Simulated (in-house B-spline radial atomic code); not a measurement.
Settings and results of a run for neutral potassium. Computed with an all-electron radial atomic-structure program (B-spline basis): scalar-relativistic (X2C) Hartree-Fock, spin-polarised, averaged over the determinants with the given up and down occupations, Fermi nucleus of rms radius 3.4349 fm.

Command:
```bash
python run_scf.py task.json out
```
Settings (nuclear radius in fm, mass in u):
```
Z                19
configuration    [Ar] 4s1
hamiltonian      x2c
method           hf
spin_polarised   True
nucleus          fermi
rms_radius       3.4349
atomic_mass      38.96371
speed_of_light   137.035999084
```

Output (hartree, bohr):
```
 radial grid: 79 intervals, B-splines of order 8, outer radius 50 bohr

 iter        energy (Eh)    residual
    1       -599.4595894    2.96e-01
    2       -601.2420516    7.68e-02
    3       -601.4325950    2.97e-02
    4       -601.4587277    1.25e-02
    5       -601.4638886    2.62e-03
    6       -601.4643332    1.28e-03
    7       -601.4644199    4.38e-04
    8       -601.4644343    1.16e-04
    9       -601.4644353    2.59e-05
   10       -601.4644354    2.85e-06
   11       -601.4644354    2.41e-07
   12       -601.4644354    2.91e-08

 total energy                     -601.464435
 kinetic                            606.15494
 electron-nucleus                 -1433.07608
 electron-electron                  225.45670

 orbital      occ     eigenvalue          <r>       <r^2>       <1/r>       r_max
 1s up      1.000     -134.13627    0.0807343   0.0087812     18.8641      0.0528
 1s down    1.000     -134.13515    0.0807351  0.00878136      18.864      0.0528
 2s up      1.000      -14.60217     0.383936    0.174508     3.84982      0.3167
 2s down    1.000      -14.60017     0.383975    0.174545     3.84938      0.3167
 2p up      3.000      -11.52451     0.348594    0.150183     3.71018      0.2629
 2p down    3.000      -11.52397     0.348587    0.150175     3.71023      0.2629
 3s up      1.000       -1.76339      1.27003     1.86309     1.08465       1.076
 3s down    1.000       -1.75841      1.27216     1.86937      1.0825       1.077
 3p up      3.000       -0.95392      1.43917     2.45318    0.939288       1.161
 3p down    3.000       -0.95225      1.43263     2.42351    0.941895       1.161
 4s up      1.000       -0.14820      5.22002     31.2665     0.23781       4.322
```

Time taken, with all properties: 0.37 s on 1 thread of Arm Neoverse V1 (shared host).
